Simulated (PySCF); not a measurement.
H₂PbS₂, neutral, multiplicity 1. Atoms are numbered in the order given.

```xyz
5

Pb     0.5185    -0.0013     0.0000
S     -1.1896    -1.9290     0.0000
H     -2.2691    -1.0959     0.0000
S     -1.3010     1.8263     0.0000
H     -0.3963     2.8472     0.0000
```
Charge 0, spin multiplicity 1.

The structure is a stationary point at PBE-D3(BJ)/def2-SVP. The def2 effective core potentials stand for the cores of Pb; spin–orbit coupling is left out. The values are those of a single conformer.

These are CAM-B3LYP/def2-TZVPD run with PySCF values and carry that method's errors.

Mulliken values depend strongly on the basis, most of all with diffuse functions as here. ESP charges are fitted to the potential on shells at 1.4 to 2.0 van der Waals radii. Atomic charges (e):

```csv
atom,Mulliken,ESP fit
Pb1,0.75,0.46
S2,-0.50,-0.40
H3,0.14,0.21
S4,-0.52,-0.43
H5,0.14,0.16
```
